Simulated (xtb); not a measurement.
Cl$_{3}$Zr (SMILES [Cl][Zr+]([Cl])[Cl]), charge +1, singlet, geometry from GFN2-xTB (such geometries of metal compounds can be far from the true shape) (the multiplicity is a formal guess). Base run: GFN2-xTB (xtb).

Here is a job for xtb.
```
$ xtb mol.xyz --gfn 2 --chrg 1 --json

# file mol.xyz
4

Zr     0.15875433     0.51056675     0.33588799
Cl     1.74782318    -0.70230034    -0.68954777
Cl    -0.90135597    -1.20484652     1.32645771
Cl    -1.22000682     0.70581332    -1.42723463
```

The base run was repeated with changes; each row names its change, and settings that it needs were set with it.

| change | ΔE vs base (kJ/mol) | HOMO-LUMO gap (eV) | G_solv (kcal/mol) | SCF cycles |
|---|---|---|---|---|
| base | 0.00 | 2.60 | - | 14 |
| alpb = acetone | -185.0 | 2.64 | -44.26 | 13 |
| etemp = 1000 | 0.00 | 2.60 | - | 14 |
| acc = 1000 | 0.00 | 2.61 | - | 8 |
| gbsa = methanol | -213.7 | 2.72 | -51.40 | 13 |
| etemp = 3000 | -1.52 | 2.63 | - | 14 |
| alpb = water | -200.7 | 2.77 | -48.60 | 12 |

ALPB and GBSA are two models with their own fitted parameters for each solvent, which aren't always the measured dielectric constant.
